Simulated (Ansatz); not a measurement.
`F[SiH2][NH][GeH3]` + `F[SiH](Cl)Cl` → `F[SiH2][Si](F)(Cl)Cl` + `[NH2][GeH3]` at 700 K and 1 bar (formal exchange of groups at the Si–N bond).

Computed with Ansatz on PBE0-D4/def2-TZVP structures; ΔE is electronic, products minus reactants. CBS: MP2 limit from def2 TZ/QZ plus the TZ coupled-cluster correction, frozen cores. For Ge outer-core shells are correlated without core-valence functions, which leaves a few kJ/mol of doubt a bond. Scalar relativity is left out up to krypton. One conformer a species, not always the lowest.

```
               species  CCSD(T)/CBS energy (Eh)  H − E (kJ/mol)  S (J/(mol·K))
   `F[SiH2][NH][GeH3]`              -2523.39267           235.6          471.6
        `F[SiH](Cl)Cl`              -1309.19911            90.0          382.9
`F[SiH2][Si](F)(Cl)Cl`              -1698.73366           153.9          516.8
         `[NH2][GeH3]`              -2133.81884           177.8          349.1
```

H − E and S are ideal-gas, rigid-rotor, harmonic terms from PBE0-D4/def2-TZVP, for one conformer and one mirror image of each species. 1 Eh = 2625.50 kJ/mol, R = 8.31446 J/(mol·K).

**Question.** By hand: ΔE, ΔH, ΔS and ΔG.

**Answer.** ΔE = (-1698.73366) + (-2133.81884) − (-2523.39267) − (-1309.19911) = 0.03928 Eh = 103.1 kJ/mol. Δ(H − E) = 153.9 + 177.8 − 235.6 − 90.0 = 6.1, so ΔH = 109.2 kJ/mol. ΔS = 516.8 + 349.1 − 471.6 − 382.9 = 11.4 J/(mol·K). ΔG = 109.2 − 700 × (11.4)/1000 = 101.2 kJ/mol.

**Question.** By hand: the equilibrium constant, and the temperature at which ΔG would vanish if ΔH and ΔS stayed fixed.

**Answer.** log₁₀ K = −ΔG/(RT ln 10) = -7.6. ΔG = 0 at ΔH/ΔS = 9579 K, far beyond where these terms or the molecules hold.

The number of gas molecules stays the same, so ΔS is small and ΔH decides. A doubt of 5 kJ/mol in ΔE shifts log₁₀ K by 0.4 here. Other conformers and mirror images would add mixing entropy, several J/(mol·K) or more a flexible species. Modes under 60 cm⁻¹, often nearly free rotors, make the harmonic entropy too high. These are equilibria of isolated gas molecules and say nothing of rates. Largest T1 diagnostic: 0.012 (customary marks: 0.02 for closed shells, 0.045 for open ones).
